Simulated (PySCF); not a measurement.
**A thermochemical cycle for CdI**

PBE0 in PySCF with def2-SVP on every atom (core potentials on Cd, I), for the lowest determinant that a PBE0 search found; no spin–orbit coupling. CdI, a doublet (σ ↑), has De = 1.29 eV to neutral atoms, and CdI⁺, a singlet (closed shell), has De = 1.87 eV to Cd⁺ + I.

The adiabatic ionisation energy of CdI, between the minima, is 8.22 eV.

Which ionisation energy of the Cd atom does this level give?

IE(Cd) = IE(molecule) + De(ion) − De(neutral) = 8.22 + 1.87 − 1.29 = 8.80 eV; the measured value is 8.994 eV (NIST ASD).

These are scalar-relativistic numbers at best; spin–orbit coupling would shift them, the dissociation energy most. For an ion De counts to the pair picked by the measured ionisation energies or electron affinities, which need not be the lowest pair at this level. States were picked by a PBE0 search and need not be the measured ground states.
